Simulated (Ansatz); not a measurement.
Cost and result for the atomization energy of `CO[SiH2]N[SiH2]Cl` (14 atoms, 13 bonds).

Z-matrix (Å, degrees):
```
C
O 1 1.408
H 1 1.097 2 111.7
H 1 1.091 2 108.3 3 119.4
H 1 1.096 2 111.3 3 -121.5
Si 2 1.640 1 123.0 3 48.4
N 6 1.716 2 109.1 1 -168.6
H 6 1.488 2 107.9 1 -47.7
H 6 1.486 2 111.4 1 73.7
Si 7 1.710 6 127.5 2 -108.6
H 7 1.011 6 116.4 2 73.8
Cl 10 2.063 7 112.7 6 -97.1
H 10 1.477 7 108.5 6 21.2
H 10 1.479 7 110.2 6 145.3
```

Charge 0, multiplicity 1. The structure was optimised at the PBE0-D4/def2-TZVP level. It is one conformer, not always the lowest. Program: Ansatz. All runs use 2 threads of an AMD EPYC 7R13 on a shared host and a share of an NVIDIA H100 80 GB. Times are those of one run each, without the atoms' runs, and a repeat can differ threefold. Electronic energies, without spin–orbit coupling; frozen cores. CCSD(T)/CBS adds CCSD(T) − MP2 in def2-TZVPP to the MP2 limit, and its time is that of the two runs behind it. T1 = 0.011. B3LYP takes the VWN-RPA correlation (the form of Gaussian; ORCA's B3LYP/G).

CCSD(T)/CBS is a level of theory with its own doubt, some kJ/mol a heavy atom from the limit and from the frozen cores, so smaller differences don't rank the functionals.

```csv
level,functions,wall time
PBE-D4/def2-TZVPP (with forces),331,2 s
PBE0-D4/def2-TZVPP,331,2.3 s
B3LYP-D4/def2-TZVPP (with forces),331,2.4 s
r2SCAN-D4/def2-TZVPP (with forces),331,2.5 s
ωB97X-V/def2-TZVPP,331,2.7 s
B2PLYP/def2-TZVPP,331,3 s
ωB97M-V/def2-TZVPP (with forces),331,3.6 s
MP2/def2-QZVPP,621,4.2 s
CCSD(T)/def2-TZVPP,331,8.5 s
CCSD(T)/CBS(def2),–,13 s
```

Q: What atomization energy does each give, and how far from CCSD(T)/CBS? (Best estimate.)

A: Computed: 
| level | atomization (kcal/mol) | difference from CCSD(T)/CBS | per bond |
| --- | --- | --- | --- |
| PBE-D4/def2-TZVPP (with forces) | 1191.4 | 3.1 | 0.2 |
| PBE0-D4/def2-TZVPP | 1176.6 | -11.7 | -0.9 |
| B3LYP-D4/def2-TZVPP (with forces) | 1183.7 | -4.6 | -0.4 |
| r2SCAN-D4/def2-TZVPP (with forces) | 1183.8 | -4.5 | -0.3 |
| ωB97X-V/def2-TZVPP | 1192.5 | 4.2 | 0.3 |
| B2PLYP/def2-TZVPP | 1170.5 | -17.8 | -1.4 |
| ωB97M-V/def2-TZVPP (with forces) | 1190.4 | 2.1 | 0.2 |
| MP2/def2-QZVPP | 1189.7 | 1.4 | 0.1 |
| CCSD(T)/def2-TZVPP | 1152.9 | -35.4 | -2.7 |
| CCSD(T)/CBS(def2) | 1188.3 | 0.0 | 0.0 |

The D4 term adds +13.0 kcal/mol with B3LYP and +6.9 kcal/mol with PBE0; it sums over pairs of atoms, weighted by their polarisabilities, and B3LYP, whose exchange is more repulsive, gets the larger term. From PBE to PBE0 (25 % exact exchange), in def2-TZVPP and without D4, the atomization energy moves by −13.7 kcal/mol: exact exchange takes away binding that semilocal exchange gives to molecules. In def2-TZVPP, CCSD(T) changes the Hartree–Fock value by +285.1 kcal/mol (the triples alone add +15.4 kcal/mol) and MP2 by +300.6 kcal/mol; breaking electron pairs costs correlation energy, which Hartree–Fock lacks.
